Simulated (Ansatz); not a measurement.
One change: `C=CCF` becomes `C=C[CH2][InH2]`.

Ansatz, PBE0-D4/def2-TZVP geometries, multiplicity 1. Each molecule was computed in one conformer, which needn't be the lowest.

Elements past krypton have def2 core potentials.

```
                                                                                  property  `C=CCF`
ideal-gas entropy at 298 K and 1 bar (rigid rotor, harmonic PBE0-D4/def2-TZVP) / J/(mol·K)      283
                                        size of the dipole moment (ωB97M-V/def2-TZVPP) / D     1.69
                                            size of the dipole moment (PBE/def2-TZVPP) / D     1.59
                                                       HOMO–LUMO gap (PBE/def2-TZVPP) / eV     5.66
                                                         LUMO energy (PBE/def2-TZVPP) / eV    -0.86
                                                     LUMO energy (ωB97M-V/def2-TZVPP) / eV     2.31
```

Give the same properties after the change, and the shifts. (Estimate.)

Computed: 
```tsv
property	`C=C[CH2][InH2]`	shift
ideal-gas entropy at 298 K and 1 bar (rigid rotor, harmonic PBE0-D4/def2-TZVP) / J/(mol·K)	335	52
size of the dipole moment (ωB97M-V/def2-TZVPP) / D	0.64	-1.05
size of the dipole moment (PBE/def2-TZVPP) / D	0.71	-0.88
HOMO–LUMO gap (PBE/def2-TZVPP) / eV	3.69	-1.97
LUMO energy (PBE/def2-TZVPP) / eV	-1.77	-0.91
LUMO energy (ωB97M-V/def2-TZVPP) / eV	0.38	-1.93
```

With PBE0 the HOMO rises by 1.29 eV and the LUMO falls by 1.21 eV, so the gap narrows by about 2.50 eV. PBE moves the HOMO by 1.07 eV and ωB97M-V by 1.51 eV. The zero-point energy changes by 21.8 kJ/mol with +6 modes. Dipoles are sizes alone; their direction can turn.
